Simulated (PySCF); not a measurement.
## C₆ coefficients of unlike pairs at UHF

Calculated with PySCF 2.14 from the dipole response of each species, C₆(A,B) = (3/π) ∫ α_A(iu) α_B(iu) du, in atomic units, from isotropic polarisabilities. For ions this is the dispersion term alone; charge-induced terms of lower order in 1/R come first.

| species | configuration | basis | relativity | α (bohr³) | C₆ (like pair) |
| --- | --- | --- | --- | --- | --- |
| Li⁻ | [He] 2s2 (1S) | aug-cc-pVTZ with one added diffuse shell each of s, p, d, f type (6s5p4d3f) | none | 1175 | 33980 |
| F⁺ | [He] 2s2 2p4 (3P) | def2-QZVPPD (8s5p4d2f1g) | none | 1.709 | 3.102 |
| C⁺ | [He] 2s2 2p1 (2P) | aug-cc-pVQZ-DK (6s5p4d3f2g) | spin-free X2C | 6.296 | 14.94 |
| V | [Ar] 3d3 4s2 (4F) | aug-cc-pwCVTZ (10s9p7d4f3g) | none | 133.4 | 1459 |

(1) Estimate C₆ for F⁺ with Li⁻.

No spin-orbit coupling is included.

The other pairs:

```tsv
pair	C₆
C⁺, Li⁻	364.4
V, Li⁻	5929
V, F⁺	40.74
V, C⁺	122.5
C⁺, F⁺	6.121
```

Results:

(1) The integral gives 104.9. The combination rule 2 C_A C_B / (C_A α_B/α_A + C_B α_A/α_B) gives 96.61 and the geometric mean 324.7.
